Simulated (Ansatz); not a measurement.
Geometry optimisation, Ansatz, UKS PBE/STO-3G.

Input:

```yaml
crystal:
  periodic: [false, false, false]
  atoms:
    - { symbol: C, position_ang: [-1.8676, 0.9745, -0.4625] }
    - { symbol: Al, position_ang: [-0.8074, 0.188, 0.9518] }
    - { symbol: C, position_ang: [0.6904, -1.0033, 0.4362] }
    - { symbol: Cl, position_ang: [0.1361, -2.3892, -0.4447] }
    - { symbol: C, position_ang: [1.7596, -0.2811, -0.4225] }
    - { symbol: F, position_ang: [2.7787, -1.1253, -0.751] }
    - { symbol: F, position_ang: [2.3237, 0.7891, 0.3056] }
    - { symbol: H, position_ang: [-1.78852, 0.90942, 1.89443] }
    - { symbol: H, position_ang: [-1.8524, 2.1412, -0.3523] }
    - { symbol: H, position_ang: [-1.5362, 0.7001, -1.4435] }
    - { symbol: H, position_ang: [-1.1311, 0.4832, 2.5107] }
    - { symbol: H, position_ang: [1.2213, -1.3621, 1.3998] }
    - { symbol: H, position_ang: [1.2371, 0.138, -1.3499] }
magnetization:
  spin_polarized: true
basis:
  gaussian: { orbitals: STO-3G }
hamiltonian:
  xc: pbe
relax:
  f_tol: 0.02
  max_steps: 50
```

Run as:

```bash
$ ansatz run input.yaml --threads 1 --pin off --max-ram 2048MiB --backend cpu --events-out ev --progress --plain --runs-dir out
```

**Question.** Where does it end, and by what steps?

**Answer.** The run converged. Limits of this set-up: minimal basis. After 18 steps the energy has fallen by 9.725 eV; H8 moved furthest, 1.70 Å. Parted: Al2–H8. Joined: C1–H8, Al2–F7.

```tsv
step	energy less start (eV)	largest force component (eV/Å)	accepted
0	0.0000	6.529	yes
1	-2.0422	1.905	yes
2	-2.7142	1.471	yes
3	-2.9726	0.795	yes
4	-3.2428	0.517	yes
5	-3.5995	1.189	yes
6	-4.1447	2.495	yes
7	-5.3821	3.700	yes
8	-6.7755	2.999	yes
9	-7.7995	1.834	yes
10	-8.5722	1.642	yes
11	-9.0850	1.187	yes
12	-9.4039	0.668	yes
13	-9.6083	0.531	yes
14	-9.6058	2.180	no
15	-9.6927	0.167	yes
16	-9.7229	0.128	yes
17	-9.7247	0.058	yes
18	-9.7250	0.016	yes
```

```xyz
13
Properties=species:S:1:pos:R:3
C -1.726 1.056 0.029
Al -0.218 0.450 1.049
C 0.670 -1.223 0.489
Cl -0.202 -2.465 -0.581
C 1.694 -0.394 -0.371
F 3.039 -0.512 -0.085
F 1.302 1.019 0.070
H -2.677 0.705 0.463
H -1.790 2.158 -0.005
H -1.709 0.702 -1.015
H 0.062 0.894 2.465
H 1.226 -1.810 1.252
H 1.492 -0.414 -1.489
```

The run took 73 s on 1 thread of Intel(R) Xeon(R) 6975P-C (Granite Rapids) (shared host), peak memory 0.2 GiB.
